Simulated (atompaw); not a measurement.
gold: PAW (atompaw) pseudisation with PBE, scalar-relativistic reference atom.

Input for atompaw 4.2.0.5:

```
Au 79
GGA-PBE scalarrelativistic loggrid 2001 logderivrange -3 5 201
6 6 5 4 0 0
6 0 0.5
6 1 0
0 0 0
c
c
c
c
c
v
c
c
c
c
v
c
c
v
c
2
2.90 2.50 2.55 1.55
y
0.55
n
y
0.3
n
y
2.75
n
custom rrkj vanderbiltortho sinc
3 0 troulliermartins
2.90
2.90
2.90
2.90
2.90
2.90
PWSCFOUT
UPFDX 0.0125d0 UPFXMIN -7.d0 UPFZMESH 79.d0
END
```

Command:

```bash
atompaw < Au.input > Au.log
```

Output (summary file):

```
Completed calculations for Au (AE)

 Exchange-correlation type: GGA, Perdew-Burke-Ernzerhof

 Radial integration grid is logarithmic
 r0 =   8.6915222E-05 h =   6.8663025E-03   n =      2001 rmax =   8.0000000E+01

 Scalar relativistic calculation

 AEatom converged in  36 iterations
   nz     =  79.00
   delta  =       1.794300025167E-15

 All Electron Orbital energies:
  n  l      occupancy      energy
  1  0      2.0000000E+00 -5.9381528E+03
  2  0      2.0000000E+00 -1.0479428E+03
  3  0      2.0000000E+00 -2.4756865E+02
  4  0      2.0000000E+00 -5.3969287E+01
  5  0      2.0000000E+00 -8.2661578E+00
  6  0      5.0000000E-01 -6.8908954E-01
  2  1      6.0000000E+00 -9.0583361E+02
  3  1      6.0000000E+00 -2.0635838E+02
  4  1      6.0000000E+00 -4.0459474E+01
  5  1      6.0000000E+00 -4.6971152E+00
  6  1      0.0000000E+00 -2.6236370E-01
  3  2      1.0000000E+01 -1.6238517E+02
  4  2      1.0000000E+01 -2.4252217E+01
  5  2      1.0000000E+01 -8.0565908E-01
  4  3      1.4000000E+01 -6.2616201E+00

 Total energy
   Total                    :   -38023.46499281036085

 ---
 Completed calculations for Au (SC)

 Exchange-correlation type: GGA, Perdew-Burke-Ernzerhof

 Radial integration grid is logarithmic
 r0 =   8.6915222E-05 h =   6.8663025E-03   n =      2001 rmax =   8.0000000E+01

 Scalar relativistic calculation

 SCatom converged in   3 iterations
   nz     =  79.00
   delta  =       3.229549440357E-17

 Valence Electron Orbital energies:
  n  l      occupancy      energy
   6  0      5.0000000E-01 -6.8908954E-01
   6  1      0.0000000E+00 -2.6236370E-01
   5  2      1.0000000E+01 -8.0565908E-01

 Total energy
   Total                    :   -38023.46499280855642
   Valence                  :     -774.61375571148847

 PAW parameters:
       lmax =            2
         rc =    2.9025035174280558
        irc =         1518
   rc_shape =    2.5127471791535516
    rc_vloc =    2.5650456126435639
    rc_core =    1.5538164401661232
   Vloc: Norm-conserving Troullier-Martins with l= 3;e=   0.0000E+00
   Projector type: RRKJ pseudization + Vanderbilt ortho.
   Sinc^2 compensation charge shape zeroed at   2.5127E+00

 Number of basis functions     6
 No.   n  nodes  l      Energy         Cp coeff         Occ
  1    6    5    0   -0.6890895E+00  0.3343475E+02  0.5000000E+00
  2  999    6    0    0.5500000E+00  0.6858678E-01  0.0000000E+00
  3    6    4    1   -0.2623637E+00  0.6757346E+03  0.0000000E+00
  4  999    5    1    0.3000000E+00  0.7831024E+02  0.0000000E+00
  5    5    2    2   -0.8056591E+00  0.7306706E+01  0.1000000E+02
  6  999    3    2    0.2750000E+01 -0.6669322E+00  0.0000000E+00

 Eigenvalues of overlap operator (in the basis of projectors):
    1        1.42442426E-03
    2        3.86678915E-01
    3        5.06700451E-01
    4        1.39730745E+01
    5        4.90172950E+02
    6        2.23107574E+03

 Orbital leakage outside PAW augmentation regions
   orb  is_core?  %out_of_sphere
   1 0    T           0.00
   2 0    T           0.00
   3 0    T           0.00
   4 0    T          -0.00
   5 0    T           0.00
   6 0    F          37.82
   2 1    T          -0.00
   3 1    T           0.00
   4 1    T           0.00
   5 1    T           0.05
   6 1    F          75.69
   3 2    T           0.00
   4 2    T           0.00
   5 2    F           5.38
   4 3    T           0.00

 Summary of PAW energies
   Total valence energy     :   -774.61376365888725
   Smooth energy            :     -2.60156500537995
   One center               :   -772.01219865350731
   Smooth kinetic           :     10.33286664146730
   Vloc energy              :     -3.01301519431334
   Smooth exch-corr         :    -11.81311047163122
   One-center xc            :   -712.55937174831581
```

The run took about 9.6 s on one core of a shared server CPU.
